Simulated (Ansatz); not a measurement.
A structure drawn as `O[Si](Br)(Br)Br`, with this starting geometry:

```xyz
6

O    -0.2748    0.4927   -1.2529
Si    0.1809    0.0316    0.2383
Br   -1.5873    0.2192    1.4860
Br    0.7893   -2.0420    0.2296
Br    1.8201    1.2893    1.0043
H    -0.9283    0.0091   -1.7052
```

Charge 0, multiplicity 1.

**Question.** Does it keep its bonds when Ansatz relaxes it at PBE-D4/def2-SVP and then PBE0-D4/def2-TZVP?

**Answer.** Yes, every drawn bond is still there and no new one forms.

**Question.** Give the relaxed structure. (Estimate.)

**Answer.** The calculation gave: 
Z-matrix (Å, degrees):
```
Si
Br 1 2.202
Br 1 2.202 2 108.0
O 1 1.620 2 111.0 3 121.8
Br 1 2.185 2 110.3 3 -120.6
H 4 0.960 1 117.9 2 -60.2
```
All modes are real.

Atoms count as bonded under 1.1 times the sum of their covalent radii (H–H under 0.85 Å, pairs among N, O and F under 1.55 Å), and a drawn bond as lost past 1.3 times.
